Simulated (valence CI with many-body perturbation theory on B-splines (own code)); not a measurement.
# Hyperfine factors and g values of Sc⁵⁺

Computed by relativistic CI+MBPT: six valence electrons over a frozen Dirac-Fock core [Ne], radial functions for each j: 9 s, 9 p, 8 d, 6 f, 3 g, 1 h, with the one-electron correlation potential Σ1, the two-electron term Σ2, the three-electron term Σ3, Breit, model QED; selected CI, second order for the rest, scaled by the run's own slope (own B-spline code, finite nucleus).

Against 8 measured levels this calculation errs by 129 cm⁻¹ on average and by 326 at most. These come from a selection out of Sugar and Corliss, J. Phys. Chem. Ref. Data 9, 473 (1980). Levels without a partner in it may be off by more. Among the levels kept, up to 970 cm⁻¹ of a level comes from second order outside the variational space, and about a tenth of that is noise between levels of different J, which matters for small intervals. 1 measured level below the end of the list, from 288026 cm⁻¹ on, found no clear computed partner, and computed levels of the same name lie up to 2025 cm⁻¹ from them.

A/g_I is the dipole constant over the nuclear g factor μ/I (μ in nuclear magnetons, uniformly magnetised nucleus), B/Q the quadrupole constant per barn. Both hold the static response of the core; the bare values leave it out. Large factors of s and p1/2 electrons are usually good to 5 to 10 %; those of open d and f shells near neutrality can be off by tens of per cent, and small factors of p3/2, d and f electrons come from cancelling terms and can be off by a factor of two or in sign, in half-filled shells by more. B is blank for J = 1/2, where it vanishes, and for nearly pure S terms. Energies count from the lowest level. Levels with J = 0 are left out.

Names give the largest LS component (configuration and term), which can be under half, so a name can repeat, a term be missing and a line seem to break the LS rules; names also repeat where a configuration has a term twice. Letters in brackets count levels of one name in rising energy.

```
             Level  E (eV)      g  A/g_I (MHz)  A/g_I bare  B/Q (MHz/b)  B/Q bare
       3s²3p⁴ ³P_2   0.000  1.495         1610        1560         2530      2350
       3s²3p⁴ ³P_1   0.415  1.501         35.0        97.3        -1280     -1190
       3s²3p⁴ ¹D_2   2.671  1.005         2770        2600        -5130     -4780
       3s3p⁵ ³P°_2  21.718  1.501         6640        6220        -2320     -2160
       3s3p⁵ ³P°_1  22.073  1.500         7440        6970         1180      1100
       3s3p⁵ ¹P°_1  27.830  1.000         2750        2580        -1930     -1800
    3s²3p³3d ⁵D°_1  29.542  1.500          239         341         -129      -133
    3s²3p³3d ⁵D°_2  29.548  1.500          248         342        -76.6     -79.2
    3s²3p³3d ⁵D°_3  29.558  1.499          235         320         95.0      97.3
    3s²3p³3d ⁵D°_4  29.575  1.500          170         243          350       362
3s²3p³3d ³D°_2 [a]  31.771  1.156          934         922          597       564
3s²3p³3d ³D°_3 [a]  31.784  1.330          354         405         1270      1190
3s²3p³3d ³D°_1 [a]  31.838  0.500         2110        1960          303       287
3s²3p³3d ³F°_2 [a]  32.602  0.678         1880        1760        -3100     -2880
3s²3p³3d ³F°_3 [a]  32.729  1.086         1450        1400        -3190     -2960
3s²3p³3d ³F°_4 [a]  32.883  1.249         1180        1160        -3900     -3620
    3s²3p³3d ³G°_3  34.668  0.754         1190        1130          596       588
    3s²3p³3d ³G°_4  34.698  1.053         1150        1110          694       681
    3s²3p³3d ³G°_5  34.741  1.200         1390        1350          316       331
    3s²3p³3d ¹G°_4  35.475  1.005         1420        1360          427       435
    3s²3p³3d ¹D°_2  35.962  1.000          925         915         2440      2280
3s²3p³3d ³F°_4 [b]  37.342  1.244          790         800         3830      3600
3s²3p³3d ³F°_3 [b]  37.389  1.082         1200        1180         3060      2870
3s²3p³3d ³F°_2 [b]  37.461  0.676         1760        1660         3350      3140
3s²3p³3d ³D°_1 [b]  37.638  0.636         1100        1040        -1800     -1680
    3s²3p³3d ³P°_1  37.663  1.364         -584        -419          507       475
3s²3p³3d ³D°_2 [b]  37.875  1.172          679         706        -2070     -1930
    3s²3p³3d ³P°_2  37.956  1.484         -435        -299         2010      1880
3s²3p³3d ³D°_3 [b]  38.188  1.329          779         803        -2390     -2220
```

Take the isotope of mass number 45, with I = 7/2, μ = 4.754 μN and Q = -0.22 b. What is the hyperfine structure of 3s²3p⁴ ³P_2?

From the table A = 2190 MHz, B = -556 MHz. Shifts from the centre of gravity in MHz: F = 3/2: -20000, F = 5/2: -14300, F = 7/2: -6410, F = 9/2: 3470, F = 11/2: 15200.
